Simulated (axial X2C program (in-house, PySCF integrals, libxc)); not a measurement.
# Photoelectron levels of LiBr by EOM-IP-CCSD

Calculated with an in-house all-electron X2C program for linear molecules (integrals from PySCF): two-component X2C with atomic mean-field Coulomb and Gaunt terms, Gaussian nuclei, basis Br dyall-cv3z, Li dyall-cv3z with contracted cores.

R = 1.998 Å (0.920 times 2.172 Å, the PBE0 minimum at charge 0 for the lowest determinant).

Vertical ionisation energies of LiBr to the states of LiBr⁺:

| Ω of LiBr⁺ | vertical IE (eV) | above lowest (cm⁻¹) | ionised spinor | one-hole weight |
| --- | --- | --- | --- | --- |
| 3/2 | 9.432 | 0 | 87% Br pπ, 7% Li pπ | 0.95 |
| 1/2 | 9.663 | 1855 | 79% Br pπ, 8% Br pσ, 6% Li pπ | 0.95 |
| 1/2 | 10.367 | 7541 | 78% Br pσ, 9% Br pπ, 7% Li pσ | 0.95 |
| 1/2 | 21.542 | 97673 | 77% Br sσ, 12% Li pσ, 6% Li sσ | 0.70 |

**Question.** Take the first Ω = 1/2 and Ω = 3/2 rows of π character: how far apart are they, and which lies lower?

**Answer.** E(3/2) − E(1/2) = 0 − 1855 = -1855 cm⁻¹ at EOM-IP-CCSD: inverted, Ω = 3/2 lower. Splittings at this level can be off by ten to twenty per cent.

This point took 2.7 s on 1 thread of Arm Neoverse N1, on a shared host.

Reference electrons by ω block (each with its −ω partner): 1/2: 13, 3/2: 5, 5/2: 1. 8 electrons of LiBr correlated (inner shells frozen), 72 natural virtual spinors (a truncated set); levels can be off by some tenths of an eV. Roots sought by Ω: (1/2: 4, 3/2: 3, 5/2: 1); rows need 60 % one-particle weight and stop where some Ω has no more roots. Missing are any skipped roots, higher Ω and states of a further excitation; these come out far too high here and may in truth be low or lowest. T1 of the reference 0.004 (Lee–Taylor). Number of frozen shells: Br 3 s, 2 p, 1 d; Li 1 s.
